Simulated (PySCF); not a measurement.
# Dipole response of Zn (zinc, neutral)

[Ar] 3d10 4s2, closed-shell 1S. Computed with PySCF 2.14 in x2c-TZVPPall with one added diffuse shell each of s, p, d, f type (7s6p5d3f1g, 80 functions), with scalar relativity by spin-free X2C-1e. Coupled (time-dependent) response in atomic units; α is the mean over directions.

```csv
method,mean α (bohr³),C₆ (like pair),S(−4)
UHF,50.59,400.5,1339
PBE,37.45,268.3,710.4
PBE0,40.11,293.3,823.2
revPBE,38.24,276.6,739.4
PBEsol,37.00,264.2,691.2
```

S(−4) is the Cauchy moment in α(ω) = α(0) + S(−4) ω² + …

Reference α: 38.67 ± 0.3 bohr³ (recommended; Schwerdtfeger and Nagle, table of static dipole polarizabilities (2023 update)). Published C₆: 284.0 (Chu and Dalgarno (2004); Tang, Norbeck and Certain (1976)).

Hartree-Fock lies above the reference because it lacks correlation, which contracts the outer shell.

α(iu) at revPBE:

```tsv
u (hartree)	α(iu) (bohr³)
0	38.24
0.0500	36.49
0.100	32.16
0.200	22.33
0.300	15.38
0.500	8.480
0.750	5.089
1.00	3.546
1.50	2.133
2.00	1.475
3.00	0.8615
5.00	0.4234
```

A single London oscillator, α(iu) = α/(1 + u²/ω²), gives C₆ = (3/4) ω α². Matching the computed C₆ needs ω = 4 × 276.6 / (3 × 38.24²) = 0.252 hartree.
